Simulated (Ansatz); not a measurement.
A structure relaxed at PBE-D4/def2-SVP in Ansatz, charge 1, doublet:

Cartesian coordinates in Å:
```
Zn -2.717 0.084 -0.600
Sn 0.009 0.000 0.002
Sn 1.945 0.174 -2.435
Sn -0.885 1.820 -2.334
Sn 1.558 2.684 -0.332
Sn 2.955 -0.091 0.652
Sn 1.491 -2.633 -0.766
Sn -0.925 -1.394 -2.597
Sn 0.824 -1.859 2.369
Sn 0.865 1.428 2.638
Sn -1.981 -0.168 2.363
Sn -1.603 -2.622 0.307
Sn -1.537 2.577 0.732
```

(1) Give its formula and point group.

(2) Summarise the bond lengths by kind (pairs closer than 1.2 times the sum of covalent radii, bridged metal pairs left out).

## Answers

(1) the cluster ZnSn₁₂⁺ (the lowest doublet isomer of a short search). Point group C5v (tolerance 0.1 Å).

(2) 36 × Sn–Sn 3.02 to 3.30 Å; 6 × Sn–Zn 2.79 to 3.06 Å. The metal has 6 neighbours: Sn 2.79 Å, Sn 3.06 Å, Sn 3.06 Å, Sn 3.06 Å, Sn 3.06 Å, Sn 3.06 Å.

In the def2 sets Sn takes a core potential; there is no spin–orbit coupling. The structure comes from a short search, and lower isomers may exist.
